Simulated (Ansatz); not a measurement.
`[CH3][GeH2][TeH]` + H₂ → H₂Te + `[CH3][GeH3]` at 700 K and 1 bar (hydrogenolysis of a Te–Ge bond).

Isolated molecules relaxed with PBE0-D4/def2-TZVP in Ansatz; ΔE leaves out vibrations. CBS: MP2 limit from def2 TZ/QZ plus the TZ coupled-cluster correction, frozen cores. This one scheme is used for every species. Elements past krypton have def2 core potentials. For Ge, Te outer-core shells are correlated without core-valence functions, which leaves a few kJ/mol of doubt a bond. Scalar relativity is left out up to krypton.

```tsv
species	CCSD(T)/CBS energy (Eh)	H − E (kJ/mol)	S (J/(mol·K))
`[CH3][GeH2][TeH]`	-2385.52242	224.7	452.7
H₂	-1.17544	46.8	155.3
H₂Te	-268.91024	57.2	261.6
`[CH3][GeH3]`	-2117.76728	208.6	348.2
```

H − E and S are ideal-gas, rigid-rotor, harmonic terms from PBE0-D4/def2-TZVP, for one conformer and one mirror image of each species. The MP2-based limit puts H₂ 0.8 mEh under its directly extrapolated value; such offsets cancel only in part. 1 Eh = 2625.50 kJ/mol, R = 8.31446 J/(mol·K).

**Question.** By hand: ΔE, ΔH, ΔS and ΔG.

**Answer.** ΔE = (-268.91024) + (-2117.76728) − (-2385.52242) − (-1.17544) = 0.02034 Eh = 53.4 kJ/mol. Δ(H − E) = 57.2 + 208.6 − 224.7 − 46.8 = -5.7, so ΔH = 47.7 kJ/mol. ΔS = 261.6 + 348.2 − 452.7 − 155.3 = 1.8 J/(mol·K). ΔG = 47.7 − 700 × (1.8)/1000 = 46.4 kJ/mol.

**Question.** By hand: the equilibrium constant, and the temperature at which ΔG would vanish if ΔH and ΔS stayed fixed.

**Answer.** log₁₀ K = −ΔG/(RT ln 10) = -3.5. ΔG = 0 at ΔH/ΔS = 26500 K, far beyond where these terms or the molecules hold.

The number of gas molecules stays the same, so ΔS is small and ΔH decides. A doubt of 5 kJ/mol in ΔE shifts log₁₀ K by 0.4 here. Other conformers and mirror images would add mixing entropy, several J/(mol·K) or more a flexible species. These are equilibria of isolated gas molecules and say nothing of rates. Largest T1 diagnostic: 0.010 (customary marks: 0.02 for closed shells, 0.045 for open ones).
